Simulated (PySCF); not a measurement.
F₄H₂Si₂, SMILES [SiH](F)(F)[SiH](F)F.

Geometry optimised at r2SCAN-D4/def2-SVP. The values are those of a single conformer.

These are r2SCAN-D4/def2-SVP in PySCF values and carry that method's errors.

Frequencies are harmonic and unscaled.

```csv
mode,ν (cm⁻¹),IR (km/mol),moving atoms (share of kinetic energy)
1,32,1.5,F 90 %
2,76,2.5,F 96 %
3,152,30.8,"Si 45 %, F 39 %, H 15 %"
4,197,0.0,"F 90 %, Si 10 %"
5,209,0.0,"F 69 %, Si 29 %"
6,308,40.9,"F 77 %, Si 22 %"
7,342,0.0,"F 62 %, Si 36 %"
8,492,0.0,"Si 81 %, H 14 %"
9,766,425.6,"H 82 %, Si 14 %"
10,808,32.2,"H 90 %, F 10 %"
11,818,0.0,"H 85 %, F 15 %"
12,820,0.0,"H 50 %, F 40 %, Si 10 %"
13,849,181.4,"F 66 %, Si 31 %"
14,921,0.0,"Si 39 %, H 34 %, F 27 %"
15,953,0.0,"Si 50 %, F 42 %"
16,959,320.8,"Si 48 %, F 47 %"
17,2264,236.0,H 96 %
18,2267,0.0,H 97 %
```
